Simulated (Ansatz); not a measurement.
A search over several starts for the lowest SCF solution of Sb2P2⁺, that is PPSbSb tetrahedron with one electron fewer at the given spin, in a small basis.

```yaml
crystal:
  periodic: [false, false, false]
  atoms:
    - {symbol: P, position_ang: [-0.422740, -0.508100, 1.279787]}
    - {symbol: P, position_ang: [-0.120802, 1.422825, 0.188970]}
    - {symbol: Sb, position_ang: [1.596938, -0.405706, -0.276153]}
    - {symbol: Sb, position_ang: [-1.053396, -0.509019, -1.192614]}
basis:
  gaussian: {orbitals: def2-SVP}
total_charge: 1
magnetization: {spin_polarized: true, initial_magnetization: 1}
hamiltonian: {xc: pbe0, dispersion: d4}
output: {orbitals: {seedname: orbitals}}
```

```sh
$ ansatz run in.yaml --threads 4 --pin off --events-out ev --progress --plain --max-ram 3916MiB
```

Shortened log:

```
Functional definition: PBE0
984 factors; integrals over basis functions are off by at most 1.1e-3 eV
mean field evaluation 1: about -31629.7131 eV, gradient 2.3e1 eV
mean field evaluation 2: about -31605.8796 eV, gradient 5.7e1 eV
mean field evaluation 4: about -31633.8058 eV, gradient 2.8e0 eV
mean field evaluation 8: about -31633.8689 eV, gradient 1.2e-1 eV
mean field evaluation 16: about -31633.8694 eV, gradient 5.4e-4 eV
mean field evaluation 32: about -31633.9091 eV, gradient 5.0e-1 eV
mean field evaluation 64: about -31633.8694 eV, gradient 4.6e-3 eV
mean field evaluation 96: about -31633.8891 eV, gradient 1.5e0 eV
mean field -31633.91300801 eV, -1162.5248608080 hartree, gradient 2.3e-6 eV, S^2 0.756361; 8 other end points of the search recorded, 0 dependent functions left out
reference -31633.91302942 eV, -1162.5248615947 hartree; 38, 37 occupied and 50, 51 virtual orbitals, 984 factors
Total energy: -31634.14532600 eV, -1162.5333983366 hartree
```

It took 21 s on 4 threads of Intel Xeon on a shared host.

Other converged states that the search met: 0.04 eV higher (⟨S²⟩ = 0.76).

In the def2 sets Sb takes a core potential; there is no spin–orbit coupling.
